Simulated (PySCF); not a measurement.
A GIAO shielding run with PySCF (density fitting, non-relativistic, gas phase) on SMILES C(NC(C)=O)[SiH2]C=O, C4H9NO2Si:

```
$ OMP_NUM_THREADS=1 python probes_run.py task.json out

{"job": {"kind": "nmr", "xc": "PBE0", "basis": "pcSseg-1"}, "charge": 0, "multiplicity": 1}
C      2.955380    -0.036103     0.127728
C      1.453980    -0.138090     0.117642
O      0.859304    -1.059314     0.674412
N      0.785158     0.822234    -0.507411
C     -0.656267     0.792549    -0.528136
Si    -1.329601    -0.743320     0.414637
C     -3.216699    -0.390941     0.141611
O     -3.674633     0.538397    -0.480560
H      3.381982    -1.016262     0.320238
H      3.261163     0.634691     0.929324
H      3.330096     0.351361    -0.816004
H      1.271664     1.582339    -0.957843
H     -1.001381     0.780097    -1.564096
H     -1.041530     1.710106    -0.078622
H     -1.257686    -0.677051     1.873644
H     -1.197260    -2.024258    -0.278216
H     -3.930668    -1.114404     0.601741
```

Hardware: 1 thread of an Arm Neoverse N1, shared host. The job also computes population analyses, field gradients.

Task: How large is the calculation?

Result: 70 electrons, 188 basis functions and 993 auxiliary functions.

Task: How long does it take, and how much memory does it need?

Result: 53 s of wall time, with 14 SCF cycles and 5 response iterations; peak memory 0.83 GiB. Times on a shared host scatter by some tens of per cent.
